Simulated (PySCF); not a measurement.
A small calculation by hand: oscillator strength and radiative lifetime

BFH₄OSi, SMILES FB([SiH3])O.

Geometry: PBE-D3(BJ)/def2-SVP. One conformer was computed; it need not be the lowest.

TDDFT-PBE0/def2-SVPD (PySCF 2.14.0) puts the first singlet state with f over 0.02 at 6.79 eV (vertical), with the transition dipole (0.000, 0.000, 0.420) in atomic units.

Task: Find the oscillator strength, the wavelength and the radiative lifetime that this transition would have in vacuum if emission retraced absorption.

Result: 
|μ|² = 0.1764 au, so |μ| = 1.07 D. ΔE = 6.79/27.211 = 0.2495 hartree. f = (2/3) ΔE |μ|² = 0.029 (the program prints 0.029).
λ = 1239.84/6.79 = 183 nm; ν = 54765 cm⁻¹.
Einstein's coefficient A = 0.6670 ν² f s⁻¹ (ν in cm⁻¹) = 5.9e7 s⁻¹, so τ = 1/A = 17 ns. This state is S1. The figure is the radiative limit of this one transition; relaxation, internal conversion, crossing to triplets and a medium change what is measured.
